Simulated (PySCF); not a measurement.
Isomers of C5H6O2S, one GFN2-xTB conformer each. Single-point energies are computed at PBE0/pcSseg-1 (PySCF, gas phase, no added dispersion term), electronic only.

```json
{"SMILES": "CC(=S)[C@H]1CC(=O)O1", "GFN2-xTB relative energy (kcal/mol)": "10.6"}
{"SMILES": "CC(=O)CSC=C=O", "GFN2-xTB relative energy (kcal/mol)": "27.2"}
{"SMILES": "O=CO/C=C1/CCS1", "GFN2-xTB relative energy (kcal/mol)": "13.8"}
{"SMILES": "CSc1ccc(O)o1", "GFN2-xTB relative energy (kcal/mol)": "0.0"}
{"SMILES": "CC1=CC=CS1(=O)=O", "GFN2-xTB relative energy (kcal/mol)": "34.7"}
```

Conformers: `[CH3:1][C:2](=[S:3])[C@H:4]1[CH2:5][C:6](=[O:7])[O:8]1` with C1–C2–C4–C5 -90°; `[CH3:1][C:2](=[O:3])[CH2:4][S:5][CH:6]=[C:7]=[O:8]` with C1–C2–C4–S5 85°, C2–C4–S5–C6 64°, C4–S5–C6–C7 98°; `[O:1]=[CH:2][O:3]/[CH:4]=[C:5]1/[CH2:6][CH2:7][S:8]1` with O1–C2–O3–C4 0°, C2–O3–C4–C5 180°; `[CH3:1][S:2][c:3]1[cH:4][cH:5][c:6]([OH:7])[o:8]1` with C1–S2–C3–C4 180°, C5–C6–O7–H 180°.

Problem. What does PBE0/pcSseg-1 give for the same structures?

Solution. 
```tsv
SMILES	PBE0/pcSseg-1 E (Eh)	PBE0/pcSseg-1 (kcal/mol)	GFN2-xTB (kcal/mol)	point group
CC(=S)[C@H]1CC(=O)O1	-742.17428	0.0	10.6	C1
CSc1ccc(O)o1	-742.16329	6.9	0.0	Cs
O=CO/C=C1/CCS1	-742.15905	9.6	13.8	Cs
CC(=O)CSC=C=O	-742.15785	10.3	27.2	C1
CC1=CC=CS1(=O)=O	-742.08519	55.9	34.7	Cs
```

GFN2-xTB puts CSc1ccc(O)o1 lowest instead; measured from each level's own lowest isomer, the values differ by up to 21.2 kcal/mol (CC1=CC=CS1(=O)=O: 34.7 against 55.9). As drawn, the lowest has a four-membered ring, a C=O bond and a C(=O)–O unit, which the highest lacks; the highest has an S=O bond and a C=C bond outside aromatic rings, which the lowest lacks. Neighbours under 2.5 kcal/mol apart (O=CO/C=C1/CCS1 and CC(=O)CSC=C=O) can change places with a better method, another conformer or zero-point energy.

Problem. Which frontier levels, dipoles and rotational constants go with these structures?

Solution. 
```json
{"SMILES": "CC(=S)[C@H]1CC(=O)O1", "HOMO (eV, PBE0/pcSseg-1)": "-6.91", "LUMO (eV)": "-2.55", "dipole (D)": "1.46", "A, B, C (MHz)": "4379, 1008, 905.9"}
{"SMILES": "CSc1ccc(O)o1", "HOMO (eV, PBE0/pcSseg-1)": "-5.33", "LUMO (eV)": "0.48", "dipole (D)": "2.24", "A, B, C (MHz)": "3806, 1189, 911.2"}
{"SMILES": "O=CO/C=C1/CCS1", "HOMO (eV, PBE0/pcSseg-1)": "-6.18", "LUMO (eV)": "-0.45", "dipole (D)": "2.85", "A, B, C (MHz)": "5337, 845.9, 736.9"}
{"SMILES": "CC(=O)CSC=C=O", "HOMO (eV, PBE0/pcSseg-1)": "-7.13", "LUMO (eV)": "-1.58", "dipole (D)": "2.48", "A, B, C (MHz)": "3566, 973.8, 856.5"}
{"SMILES": "CC1=CC=CS1(=O)=O", "HOMO (eV, PBE0/pcSseg-1)": "-7.46", "LUMO (eV)": "-2.24", "dipole (D)": "4.67", "A, B, C (MHz)": "2346, 2195, 1461"}
```
